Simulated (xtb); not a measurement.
xtb input (GFN2-xTB):

```bash
xtb mol.xyz --gfn 2 --ohess tight --chrg 0 --uhf 0
```
mol.xyz:
```
19

N     -3.68318734    -0.55015241     0.12745830
C     -2.48972202     0.14721818    -0.29863643
C     -1.22658098    -0.49842394     0.19997135
C      0.10311869     0.22162885    -0.15753976
C      1.38257776    -0.42763289     0.37141586
Si     2.97685090     0.51769471    -0.11373021
H     -4.50059545    -0.05937499    -0.14918449
H     -3.68244706    -1.44941132    -0.29710747
H     -2.49161901     1.17414917     0.09217272
H     -2.34766249     0.28313789    -1.38171578
H     -1.09844874    -1.52069189    -0.16513938
H     -1.22731292    -0.56980788     1.27880176
H      0.06415439     1.31898529     0.27770093
H      0.12469684     0.36274925    -1.22722180
H      1.43975642    -1.42716458     0.00559679
H      1.28465640    -0.54428759     1.49567466
H      3.08776414     0.63764526    -1.56853241
H      4.11056134    -0.18624027     0.43253089
H      2.93824962     1.85674330     0.46112025
```

End of the output:

```
   ------------------------------------------------------------------------

         :::::::::::::::::::::::::::::::::::::::::::::::::::::
         ::                  THERMODYNAMIC                  ::
         :::::::::::::::::::::::::::::::::::::::::::::::::::::
         :: total free energy         -19.699893013492 Eh   ::
         ::.................................................::
         :: total energy              -19.826886652986 Eh   ::
         :: zero point energy           0.161175201970 Eh   ::
         :: G(RRHO) w/o ZPVE           -0.034181562476 Eh   ::
         :: G(RRHO) contrib.            0.126993639494 Eh   ::
         :::::::::::::::::::::::::::::::::::::::::::::::::::::

optimized geometry written to: xtbopt.xyz

           -------------------------------------------------
          | TOTAL ENERGY              -19.826886652986 Eh   |
          | TOTAL ENTHALPY            -19.655366351034 Eh   |
          | TOTAL FREE ENERGY         -19.699893013492 Eh   |
          | GRADIENT NORM               0.000388601957 Eh/α |
          | HOMO-LUMO GAP               5.150856885814 eV   |
           -------------------------------------------------

------------------------------------------------------------------------
Note: The following floating-point exceptions are signalling: IEEE_UNDERFLOW_FLAG IEEE_DENORMAL
normal termination of xtb
------------------------------------------------------------------------
 total:
 SCF:
 ANC optimizer:
 analytical hessian:
```
